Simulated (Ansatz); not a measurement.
This geometry of AsBFH$_{3}$ (6 atoms, charge 0, multiplicity 1) is a first-order saddle point.

Computed with RHF/def2-SVP in Ansatz 0.2.0.

```xyz
6
Properties=species:S:1:pos:R:3
F -1.364 -0.663 -1.434
B -0.721 -0.467 -0.310
As 0.941 0.788 -0.317
H -1.132 -1.030 0.665
H 1.790 -0.175 0.484
H 0.487 1.546 0.912
```

(1) Which two structures does it join? (They come from a converged band through this point; their orientation in space is the band's.)

(2) How far does it lie above each of them?

## Answers

(1) No bond is made or broken. The dihedral F1–B2–As3–H5 goes from 140 to -42°. The two ends are copies of one structure, up to a mirror image or an exchange of like atoms.

First end point:

```xyz
6
Properties=species:S:1:pos:R:3
F -1.893 -0.196 0.243
B -0.736 -0.462 -0.317
As 0.779 0.910 -0.216
H -0.637 -1.478 -0.946
H 1.891 -0.080 0.011
H 0.596 1.306 1.225
```

Last end point:

```xyz
6
Properties=species:S:1:pos:R:3
F -0.656 -1.621 -0.792
B -0.776 -0.417 -0.284
As 0.836 0.844 -0.263
H -1.864 -0.067 0.078
H 1.875 -0.163 0.157
H 0.586 1.424 1.104
```

(2) 0.167 eV above the first and 0.167 eV above the second. This is the barrier of this one path; another mechanism may lie lower.

Run time: 6.9 min on 1 thread of Intel(R) Xeon(R) Processor @ 2.50GHz (Skylake/Cascade Lake) (shared host), peak memory 0.17 GiB.
